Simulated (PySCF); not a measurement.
**Diatomic cations of Cs with the chalcogens**

HF with double-zeta basis sets in PySCF, for the lowest determinant that a PBE0 search found; no spin–orbit coupling. De refers to high-spin ground-configuration atoms (the charge goes to the atom of lower measured ionisation energy or higher electron affinity, which is not always the lowest computed limit). A positive dipole points towards Cs; it is taken about the centre of mass and depends on that origin.

| M | basis | reference | charged atom | state (unpaired electrons) | Re (Å) | ωe (cm⁻¹) | De (eV) | μ (D) |
| --- | --- | --- | --- | --- | --- | --- | --- | --- |
| O | def2-SVP | UHF | Cs+ | triplet (π ↑↑) | 3.462 | 91.9 | 0.14 | 1.43 |
| Se | def2-SVP | UHF | Cs+ | triplet (π ↑↑) | 4.037 | 50.4 | 0.24 | 6.09 |
| Te | def2-SVP | UHF | Cs+ | triplet (π ↑↑) | 4.258 | 42.4 | 0.25 | 8.60 |

Task: The row for M = S is missing. Estimate Re, ωe and De as the mean of the rows for O and Se, and compare with the calculation.

Result: The means are 3.750 Å, 71.2 cm⁻¹ and 0.19 eV. UHF in def2-SVP gives CsS⁺ as a triplet (π ↑↑) with Re = 3.883 Å, ωe = 74.5 cm⁻¹, De = 0.25 eV, so the estimate is off by -13.4 pm, -4 % and -0.06 eV.

These are scalar-relativistic numbers at best; spin–orbit coupling would shift them, the dissociation energy most. For an ion De counts to the pair picked by the measured ionisation energies or electron affinities, which need not be the lowest pair at this level. Hartree–Fock leaves out correlation, which carries a large part of most bond energies and some tenths to 1 eV of ionisation energies. States were picked by a PBE0 search and need not be the measured ground states.
